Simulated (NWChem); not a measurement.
# CH5GaN, doublet; SMILES [Ga]([CH3])[NH2]

```xyz
8

Ga     0.1751     0.0349     0.5231
C     -0.6514    -1.7580     0.0677
H      0.0891    -2.3905    -0.4293
H     -1.5102    -1.5964    -0.5926
H     -0.9786    -2.2491     0.9886
N     -0.7274     1.5415    -0.0722
H     -1.4602     1.5034    -0.7738
H     -0.3572     2.4786     0.0271
```
Atoms are numbered in this order, from 1.

Level: B3LYP/6-31G* (spherical d), spin-unrestricted (NWChem), optimised geometry, unscaled harmonic frequencies. This spin state was assumed; another may lie lower.

```tsv
frequency (cm⁻¹)	IR intensity (km/mol)
37	0.2
144	186.2
154	2.8
353	33.2
482	5.8
632	20.4
657	39.1
705	1.6
761	57.3
1209	2.3
1476	6.6
1491	3.3
1581	22.1
3053	10.6
3146	9.8
3155	7.9
3532	3.2
3651	12.8
```

zero-point energy: 37.5 kcal/mol
thermal correction to the enthalpy at 298.15 K (with zero-point energy): 41.9 kcal/mol
heat capacity Cv: 18.4 cal/(mol K)
entropy at 298.15 K and 1 atm (symmetry number 1, electronic part: spin degeneracy alone): 79.2 cal/(mol K)
dipole moment: 1.01 D

Rigid rotor and harmonic oscillator; modes under 100 cm⁻¹ make the entropy uncertain.
